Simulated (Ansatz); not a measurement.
C2H10BNSi, SMILES `CB(C)N[SiH3]`. The species carries charge 0 and has multiplicity 1. The geometry is a stationary point of PBE0-D4/def2-TZVP. It is one conformer, not always the lowest.

```xyz
15

C    -0.841    1.245    1.518
B    -0.135    0.280    0.491
C     1.044   -0.654    0.967
N    -0.564    0.245   -0.857
Si    0.076   -0.728   -2.148
H    -1.133    0.710    2.427
H    -1.727    1.752    1.124
H    -0.136    2.018    1.845
H     1.754   -0.105    1.593
H     1.611   -1.139    0.168
H     0.639   -1.450    1.603
H    -1.336    0.849   -1.101
H    -0.721   -0.419   -3.364
H     1.506   -0.423   -2.415
H    -0.036   -2.180   -1.852
```

(1) What is the dipole moment at PBE/def2-TZVPP? (Estimate.)

(2) And with r2SCAN, B3LYP, ωB97M-V? (An estimate is asked.)

(3) Give the Mulliken charges with PBE, B3LYP, ωB97M-V in def2-TZVPP. (Best estimate.)

## Answers

(1) The calculation gave: 0.72 D, with components (-0.56, 0.44, -0.11) D in this frame, pointing from negative to positive charge.

(2) The calculation gave: r2SCAN 0.73 D, B3LYP 0.71 D, ωB97M-V 0.73 D.

(3) Ansatz gave: 
| atom | PBE | B3LYP | ωB97M-V |
| --- | --- | --- | --- |
| C1 | -0.36 | -0.33 | -0.37 |
| B2 | 0.15 | 0.17 | 0.18 |
| C3 | -0.36 | -0.34 | -0.39 |
| N4 | -0.16 | -0.23 | -0.24 |
| Si5 | 0.24 | 0.32 | 0.21 |
| H6 | 0.10 | 0.09 | 0.11 |
| H7 | 0.07 | 0.06 | 0.08 |
| H8 | 0.10 | 0.09 | 0.11 |
| H9 | 0.09 | 0.09 | 0.11 |
| H10 | 0.08 | 0.08 | 0.09 |
| H11 | 0.10 | 0.09 | 0.11 |
| H12 | 0.14 | 0.13 | 0.10 |
| H13 | -0.06 | -0.08 | -0.03 |
| H14 | -0.06 | -0.07 | -0.03 |
| H15 | -0.06 | -0.07 | -0.03 |

B3LYP here is the variant with VWN-RPA as its local correlation; programs differ in this.
